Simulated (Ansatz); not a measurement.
**Redistribution: C3H10OSi + SiH2(SiH3)Cl → C2H10OSi2 + SiH2(CH3)Cl**

Species: C3H10OSi `CO[SiH](C)C`, singlet; SiH2(SiH3)Cl, singlet; C2H10OSi2 `CO[SiH](C)[SiH3]`, singlet; SiH2(CH3)Cl ((chlorosilyl)methane), singlet. The partners trade CH3 for SiH3; both sit on Si, so the bond types are kept.

Shapes, held fixed at every level: PBE0-D4/def2-TZVP. Flexible molecules stand in one conformer, not always the lowest. Programs: Ansatz 0.2.0. Electronic energies: no zero-point or thermal term.

Estimate ΔE of this reaction.

The highest level, CCSD(T)/CBS estimate, gives ΔE = +4.3 kJ/mol; the levels span +3.0 to +4.4. The column of differences is taken from that level and isn't an error. No measured value is set beside it here. The CBS estimate extrapolates MP2 from def2-TZVPP and def2-QZVPP and adds CCSD(T) − MP2 in the triple-zeta set, cores frozen.

```csv
level,kind,ΔE (kJ/mol),less CCSD(T)/CBS estimate
HF/def2-TZVPP,Hartree–Fock,+4.2,-0.1
PBE-D4/def2-TZVPP,GGA,+3.6,-0.7
B3LYP-D4/def2-TZVPP,global hybrid,+3.7,-0.6
wB97M-V/def2-TZVPP,range-separated hybrid,+4.4,+0.1
B2PLYP/def2-TZVPP,double hybrid,+3.6,-0.7
MP2/def2-TZVPP,perturbation theory,+3.0,-1.3
CCSD(T)/def2-TZVPP,coupled cluster or CI,+3.7,-0.6
CCSD(T)/CBS estimate,coupled cluster or CI,+4.3,0.0
```
